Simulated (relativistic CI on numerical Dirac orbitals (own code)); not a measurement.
**Ti⁺: calculation against measurement**

Calculated at this level of theory: Dirac-Coulomb-Breit CI, separate exchange-only KLI orbitals for each configuration, model QED, valence Slater integrals scaled by 0.85, P86 correlation estimate, and configurations built on the next ion tied to the tabulated ionisation energy (semi-empirical) (own radial code, finite nucleus).

Configurations in the expansion (outside the closed core [Ar]): 3d2 4s, 3d3, 3d 4s2, 3d2 4p, 3d2 4d, 3d2 5s, 3d2 4f, 3d 4s 4p, 4s 4p2, 3d 4p2, 3d2 5p, 3d 4s 5p, 3d2 6s, 3d2 5d, 4s2 4p, 3d2 6p, 3d2 5f, 3d2 5g, 3d2 6d, 3d 4s 6s, 3d 4s 5d, 3d2 6f, 3d 4s 6p, 3d 4s 5s. Levels of other configurations are missing.

| Configuration | Term (tabulated) | J | Measured (cm⁻¹) | Computed | Error | Purity (%) |
| --- | --- | --- | --- | --- | --- | --- |
| 3d2 4s | a 4F | 3/2 | 0.0 | 0 | 0 | 100 |
| 3d2 4s | a 4F | 5/2 | 94.1 | 83 | -11 | 100 |
| 3d2 4s | a 4F | 7/2 | 225.7 | 200 | -26 | 100 |
| 3d2 4s | a 4F | 9/2 | 393.4 | 348 | -45 | 100 |
| 3d3 | b 4F | 3/2 | 908.0 | 4268 | 3360 | 99 |
| 3d3 | b 4F | 5/2 | 983.9 | 4326 | 3342 | 99 |
| 3d3 | b 4F | 7/2 | 1087.3 | 4406 | 3319 | 99 |
| 3d3 | b 4F | 9/2 | 1215.8 | 4505 | 3289 | 99 |
| 3d2 4s | a 2F | 5/2 | 4628.6 | 5053 | 425 | 98 |
| 3d2 4s | a 2F | 7/2 | 4897.6 | 5296 | 398 | 98 |
| 3d2 4s | a 2D | 3/2 | 8710.4 | 9752 | 1041 | 90 |
| 3d2 4s | a 2D | 5/2 | 8744.2 | 9749 | 1005 | 89 |
| 3d3 | a 2G | 7/2 | 8997.7 | 12839 | 3841 | 74 |
| 3d3 | a 2G | 9/2 | 9118.3 | 12915 | 3797 | 73 |
| 3d3 | a 4P | 1/2 | 9363.6 | 13749 | 4386 | 99 |
| 3d3 | a 4P | 3/2 | 9395.7 | 13794 | 4399 | 99 |
| 3d3 | a 4P | 5/2 | 9518.1 | 13860 | 4342 | 99 |
| 3d2 4s | b 4P | 1/2 | 9872.7 | 10559 | 687 | 100 |
| 3d2 4s | b 4P | 3/2 | 9930.7 | 10611 | 680 | 99 |
| 3d2 4s | b 4P | 5/2 | 10024.7 | 10697 | 672 | 98 |
| 3d3 | b 2D | 3/2 | 12628.7 | 17756 | 5127 | 87 |
| 3d3 | a 2H | 9/2 | 12677.0 | 16990 | 4313 | 98 |
| 3d3 | b 2D | 5/2 | 12758.1 | 17885 | 5127 | 88 |
| 3d3 | a 2H | 11/2 | 12774.7 | 17063 | 4288 | 100 |
| 3d2 4s | b 2G | 9/2 | 15257.4 | 16389 | 1132 | 72 |
| 3d2 4s | b 2G | 7/2 | 15265.6 | 16385 | 1120 | 74 |
| 3d3 | b 2F | 7/2 | 20891.7 | 26249 | 5357 | 98 |
| 3d3 | b 2F | 5/2 | 20951.6 | 26304 | 5352 | 96 |
| 3d 4s2 | c 2D | 3/2 | 24961.0 | 25897 | 936 | 83 |
| 3d 4s2 | c 2D | 5/2 | 25192.8 | 26175 | 982 | 81 |
| 3d2 4p | z 4G° | 5/2 | 29544.4 | 30778 | 1234 | 99 |
| 3d2 4p | z 4G° | 7/2 | 29734.5 | 30941 | 1206 | 99 |
| 3d2 4p | z 4G° | 9/2 | 29968.3 | 31143 | 1175 | 100 |
| 3d2 4p | z 4G° | 11/2 | 30240.9 | 31382 | 1141 | 100 |
| 3d2 4p | z 4F° | 3/2 | 30836.3 | 31978 | 1142 | 98 |
| 3d2 4p | z 4F° | 5/2 | 30958.5 | 32083 | 1124 | 98 |
| 3d2 4p | z 4F° | 7/2 | 31113.7 | 32219 | 1106 | 99 |
| 3d2 4p | z 2F° | 5/2 | 31207.4 | 32675 | 1468 | 92 |
| 3d2 4p | z 4F° | 9/2 | 31301.0 | 32386 | 1085 | 99 |
| 3d2 4p | z 2F° | 7/2 | 31490.8 | 32935 | 1444 | 96 |
| 3d2 4p | z 2D° | 3/2 | 31756.5 | 33073 | 1317 | 91 |
| 3d2 4s | a 2S | 1/2 | 31787.8 | 34567 | 2779 | 99 |
| 3d2 4p | z 2D° | 5/2 | 32025.5 | 33317 | 1292 | 81 |
| 3d2 4p | z 4D° | 1/2 | 32532.2 | 33602 | 1070 | 97 |
| 3d2 4p | z 4D° | 3/2 | 32602.5 | 33673 | 1070 | 93 |
| 3d2 4p | z 4D° | 5/2 | 32698.0 | 33770 | 1072 | 87 |
| 3d2 4p | z 4D° | 7/2 | 32767.1 | 33828 | 1061 | 96 |
| 3d2 4p | z 2G° | 7/2 | 34543.3 | 36410 | 1867 | 99 |
| 3d2 4p | z 2G° | 9/2 | 34748.4 | 36601 | 1853 | 99 |

Measured levels from NIST Handbook of Basic Atomic Spectroscopic Data (Sansonetti and Martin, J. Phys. Chem. Ref. Data 34, 1559 (2005)); pairs were made by configuration, J and term (by order where the table uses no LS term), so strongly mixed levels may be paired wrongly.

Mean error by configuration (cm⁻¹): 3d2 4s 758; 3d3 4243; 3d 4s2 959; 3d2 4p 1263. Over the excited levels the mean absolute error is 2048 cm⁻¹ (48 of the 52 excited levels that our extract of the source holds in range could be paired, and the others can miss by more), and the median relative error of those above 1,000 cm⁻¹ is 6.8 %.

Transition probabilities of persistent lines. The last column rescales the computed rate by the cube of measured over computed energy:

```
λ measured (Å)            Lower              Upper  A tabulated (s⁻¹)  A computed  A rescaled
   3078.65 air  3d2 4s a 4F_7/2   3d2 4p z 4D°_5/2           1.34e+08    1.69e+08    1.53e+08
   3088.04 air  3d2 4s a 4F_9/2   3d2 4p z 4D°_7/2           1.50e+08    2.01e+08    1.82e+08
   3234.51 air  3d2 4s a 4F_9/2   3d2 4p z 4F°_9/2           1.71e+08    2.20e+08    1.98e+08
   3236.58 air  3d2 4s a 4F_7/2   3d2 4p z 4F°_7/2           1.37e+08    1.78e+08    1.60e+08
   3239.04 air  3d2 4s a 4F_5/2   3d2 4p z 4F°_5/2           1.26e+08    1.59e+08    1.42e+08
   3349.41 air  3d2 4s a 4F_9/2  3d2 4p z 4G°_11/2           1.68e+08    2.35e+08    2.09e+08
   3361.23 air  3d2 4s a 4F_7/2   3d2 4p z 4G°_9/2           1.58e+08    2.09e+08    1.86e+08
   3372.80 air  3d2 4s a 4F_5/2   3d2 4p z 4G°_7/2           1.41e+08    1.93e+08    1.71e+08
   3383.77 air  3d2 4s a 4F_3/2   3d2 4p z 4G°_5/2           1.39e+08    1.91e+08    1.69e+08
   3759.30 air  3d2 4s a 2F_7/2   3d2 4p z 2F°_7/2           9.40e+07    1.45e+08    1.29e+08
```
